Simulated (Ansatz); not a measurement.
`[CH3][SbH2]` and `[CH3][SbH][CH3]` differ in one atom or group.

Ansatz, PBE0-D4/def2-TZVP geometries, multiplicity 1. 

Elements past krypton have def2 core potentials.

| property | `[CH3][SbH2]` |
| --- | --- |
| size of the dipole moment (ωB97M-V/def2-TZVPP) / D | 0.69 |
| HOMO–LUMO gap (ωB97M-V/def2-TZVPP) / eV | 10.47 |
| HOMO energy (ωB97M-V/def2-TZVPP) / eV | -9.13 |
| HOMO–LUMO gap (PBE0/def2-TZVPP) / eV | 6.83 |
| LUMO energy (PBE/def2-TZVPP) / eV | -0.95 |
| zero-point energy (PBE0-D4/def2-TZVP) / kJ/mol | 130.4 |

Q: What does the change do to each property? (Estimate.)

A: Computed: 
```json
{"property": "size of the dipole moment (ωB97M-V/def2-TZVPP) / D", "`[CH3][SbH][CH3]`": "0.69", "shift": "0.00"}
{"property": "HOMO–LUMO gap (ωB97M-V/def2-TZVPP) / eV", "`[CH3][SbH][CH3]`": "10.28", "shift": "-0.19"}
{"property": "HOMO energy (ωB97M-V/def2-TZVPP) / eV", "`[CH3][SbH][CH3]`": "-8.77", "shift": "0.36"}
{"property": "HOMO–LUMO gap (PBE0/def2-TZVPP) / eV", "`[CH3][SbH][CH3]`": "6.69", "shift": "-0.14"}
{"property": "LUMO energy (PBE/def2-TZVPP) / eV", "`[CH3][SbH][CH3]`": "-0.72", "shift": "0.23"}
{"property": "zero-point energy (PBE0-D4/def2-TZVP) / kJ/mol", "`[CH3][SbH][CH3]`": "208.4", "shift": "78.0"}
```

With PBE0 the HOMO rises by 0.36 eV and the LUMO rises by 0.22 eV, so the gap narrows by about 0.14 eV. PBE moves the HOMO by 0.35 eV and ωB97M-V by 0.36 eV. The zero-point energy changes by 78.0 kJ/mol with +9 modes. Dipoles are sizes alone; their direction can turn.

Spin–orbit coupling is left out; it splits and shifts lone-pair levels of the heavy atoms by tenths of an eV.
